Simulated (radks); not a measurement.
K V, 15 electrons, occupied as [Ne] 3s2 3p(1/2: 2, 3/2: 1) (the NIST ground configuration).

Method: Dirac Kohn-Sham, relativistic LDA (MacDonald-Vosko exchange, VWN5 correlation), spin-unpolarised, spherical densities, finite nucleus; Fermi nuclear charge, rms radius 3.4349 fm; computed with a radial shooting solver on a logarithmic mesh with Libxc functionals.

Energy parts (eV):
part                      energy
total                 -16186.467
kinetic                16273.140
electron-nucleus      -37669.632
Hartree                 6015.588
exchange-correlation    -805.562

Orbitals (lengths in bohr, moments of r in powers of bohr; <r^-3> diverges for s and p1/2):
1s1/2: occ. 2; eigenvalue (eV) -3570.263; <r^4> 0.0002038
2s1/2: occ. 2; eigenvalue (eV) -415.0418; <r^4> 0.05677
2p1/2: occ. 2; eigenvalue (eV) -345.4122; <r^4> 0.04739
2p3/2: occ. 4; eigenvalue (eV) -342.5139; <r^4> 0.04854; <r^-3> 153.4
3s1/2: occ. 2; eigenvalue (eV) -89.2956; <r^4> 3.820
3p1/2: occ. 2; eigenvalue (eV) -71.7216; <r^4> 5.104
3p3/2: occ. 1; eigenvalue (eV) -71.3555; <r^4> 5.188; <r^-3> 19.47

The highest occupied level is 3p3/2 at -71.356 eV. The density falls to 0.001 e/bohr^3 at r = 2.72 bohr. Summed over all electrons, <r^2> = 9.763 bohr^2, which gives a Langevin (diamagnetic) susceptibility term of -7.73 x 10^-6 cm^3/mol. For comparison, the ionisation energy in NIST's Atomic Spectra Database is 82.7 eV (semi-empirical). In exact Kohn-Sham theory the highest level is minus the ionisation energy, but local and semilocal functionals leave it too shallow, through self-interaction and a potential that decays too fast; potentials with the right tail come closer.

Beside tabulated values, note that spin-unpolarised runs miss the spin-polarisation part of the exchange energy of open shells.
